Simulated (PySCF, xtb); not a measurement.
C6H12O2, SMILES C(C)(C)(C(OC)=O)C.

GFN2-xTB run with xtb 6.7.1 at its own geometry gives an orbital gap of 4.86 eV and a dipole moment of 2.20 D.

Geometry: PBE0-D3(BJ)/def2-SVP.

**Question.** What does r2SCAN/def2-SVP (PySCF) give? (Estimate from the structure and the level; the computed values follow.)

**Answer.** gap 6.01 eV (levels -6.34 and -0.34 eV), dipole 1.77 D.
